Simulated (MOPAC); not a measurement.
MOPAC input (PM7):

```
PM7 1SCF UHF MS=0.5 GEO-OK AUX(PRECISION=9) THREADS=1
H5F2Si3

F    -0.01299500 1    1.28832100 1   -1.35514000 1
Si    0.07111700 1    0.39141800 1   -0.02609400 1
F     0.28724700 1    1.40417200 1    1.20088900 1
Si    1.96829300 1   -0.96108700 1   -0.18764300 1
Si   -1.99335400 1   -0.69987800 1    0.26586900 1
H     2.20872600 1   -1.75699300 1    1.04316000 1
H     1.92589900 1   -1.86612400 1   -1.36461400 1
H    -3.10795400 1    0.27344000 1    0.35267900 1
H    -2.21055000 1   -1.60884100 1   -0.88415100 1
H    -1.92916600 1   -1.50026700 1    1.51133700 1
```

From the output:

```
                                                       MOPAC v23.2.5 Linux

          FINAL HEAT OF FORMATION =       -154.96800 KCAL/MOL =    -648.38613 KJ/MOL

          COSMO AREA              =        161.11 SQUARE ANGSTROMS
          COSMO VOLUME            =        163.78 CUBIC ANGSTROMS

          IONIZATION POTENTIAL    =          9.890122 EV
          ALPHA SOMO LUMO (EV)    =         -9.890 -0.404
          BETA  SOMO LUMO (EV)    =        -10.960 -1.196
          NO. OF ALPHA ELECTRONS  =         16
          NO. OF BETA  ELECTRONS  =         15
          MOLECULAR WEIGHT        =        127.2928         POINT GROUP:  Cs

          MOLECULAR DIMENSIONS (Angstroms)

            Atom       Atom       Distance
            H     8    H     6     5.73293
            H    10    F     1     4.41218
            H     9    F     3     3.90036

          SCF CALCULATIONS        =          1

   ATOM   CHEMICAL          X               Y               Z
  NUMBER   SYMBOL      (ANGSTROMS)     (ANGSTROMS)     (ANGSTROMS)

     1       F         -0.01299500  *   1.28832100  *  -1.35514000  *
     2      Si          0.07111700  *   0.39141800  *  -0.02609400  *
     3       F          0.28724700  *   1.40417200  *   1.20088900  *
     4      Si          1.96829300  *  -0.96108700  *  -0.18764300  *
     5      Si         -1.99335400  *  -0.69987800  *   0.26586900  *
     6       H          2.20872600  *  -1.75699300  *   1.04316000  *
     7       H          1.92589900  *  -1.86612400  *  -1.36461400  *
     8       H         -3.10795400  *   0.27344000  *   0.35267900  *
     9       H         -2.21055000  *  -1.60884100  *  -0.88415100  *
    10       H         -1.92916600  *  -1.50026700  *   1.51133700  *

                             CARTESIAN COORDINATES

   1    F       -0.012995000     1.288321000    -1.355140000
   2   Si        0.071117000     0.391418000    -0.026094000
   3    F        0.287247000     1.404172000     1.200889000
   4   Si        1.968293000    -0.961087000    -0.187643000
   5   Si       -1.993354000    -0.699878000     0.265869000
   6    H        2.208726000    -1.756993000     1.043160000
   7    H        1.925899000    -1.866124000    -1.364614000
   8    H       -3.107954000     0.273440000     0.352679000
   9    H       -2.210550000    -1.608841000    -0.884151000
  10    H       -1.929166000    -1.500267000     1.511337000

           Empirical Formula: H5 F2 Si3  =    10 atoms

      MOLECULAR POINT GROUP   :   Cs

          ALPHA EIGENVALUES
 -40.46607 -40.29611 -20.38072 -17.86396 -16.60222 -16.10495 -15.97015 -15.70333
 -15.49412 -14.75697 -13.03678 -12.98201 -12.89458 -12.36285 -11.03443  -9.89012
  -0.40388  -0.23348   0.22832   2.03444   2.06784   2.21635   3.13143   5.80346
   7.29736  18.23763  18.86879  19.12467  19.37509  19.65603  20.23050  20.35703
  20.57924  20.75652  20.86437  23.13857  23.35639  23.71783  23.90229  24.23230

           BETA EIGENVALUES
 -40.46176 -40.29101 -20.32969 -17.75409 -16.60125 -16.10532 -15.96972 -15.70683
 -15.48244 -14.75695 -13.03238 -12.98259 -12.89259 -12.34146 -10.95987  -1.19633
  -0.25380  -0.14080   0.22781   2.03819   2.07016   2.25092   3.14883   6.07108
   7.32198  18.41287  18.98643  19.20077  19.55787  19.80505  20.34153  20.53618
  20.65189  20.82409  20.98953  23.17651  23.36984  23.75713  23.92259  24.24446

              NET ATOMIC CHARGES AND DIPOLE CONTRIBUTIONS

  ATOM NO.   TYPE          CHARGE      No. of ELECS.   s-Pop       p-Pop       d-Pop
    1          F          -0.326499        7.3265     1.92741     5.39909
    2         Si           0.353336        3.6467     0.89552     2.50990     0.24124
    3          F          -0.326499        7.3265     1.92741     5.39909
    4         Si           0.061206        3.9388     0.94541     2.92458     0.06881
    5         Si           0.043511        3.9565     0.92603     2.93905     0.09141
    6          H           0.041634        0.9584     0.95837
    7          H           0.041634        0.9584     0.95837
    8          H           0.043016        0.9570     0.95698
    9          H           0.034331        0.9657     0.96567
   10          H           0.034331        0.9657     0.96567
 DIPOLE           X         Y         Z       TOTAL
 POINT-CHG.    -0.645    -5.168     0.310     5.217
 HYBRID         0.615     2.667    -0.193     2.744
 SUM           -0.030    -2.501     0.117     2.504

          ATOMIC ORBITAL ELECTRON POPULATIONS

     Atom    s        px        py        pz      x^2-y^2     xz        z^2       yz        xy
    1  F   1.92741   1.95129   1.79519   1.65260
    2 Si   0.89552   1.20206   0.75488   0.55296   0.02622   0.04075   0.06693   0.06209   0.04526
    3  F   1.92741   1.94398   1.75841   1.69669
    4 Si   0.94541   0.93271   0.96233   1.02954   0.00868   0.00311   0.01544   0.03118   0.01039
    5 Si   0.92603   0.92340   0.99629   1.01936   0.01086   0.00352   0.02060   0.03122   0.02521
    6  H   0.95837
    7  H   0.95837
    8  H   0.95698
    9  H   0.96567
   10  H   0.96567

                    (SZ)    =    0.500000
                    (S**2)  =    0.750766

          ATOMIC ORBITAL SPIN POPULATIONS

    Atom   Total    s     px     py     pz   x^2-y^2  xz     z^2    yz     xy
         Atomic
    1  F  0.0015 -0.000 -0.000  0.001  0.001
    2 Si -0.0170 -0.003 -0.014 -0.003 -0.001  0.003  0.000  0.000  0.000  0.000
    3  F  0.0015 -0.000 -0.000  0.001  0.001
    4 Si  1.0270  0.082  0.592  0.331  0.024 -0.000  0.000 -0.000 -0.001 -0.001
    5 Si  0.0096  0.001  0.006  0.002  0.000  0.000 -0.000 -0.000 -0.000  0.000
    6  H -0.0111 -0.011
    7  H -0.0111 -0.011
    8  H  0.0001  0.000
    9  H -0.0002 -0.000
   10  H -0.0002 -0.000

 **********************
 *                    *
 * JOB ENDED NORMALLY *
 *                    *
 **********************

 == MOPAC DONE ==
```

The geometry given is a B3LYP-D3(BJ)/def2-TZVP minimum.
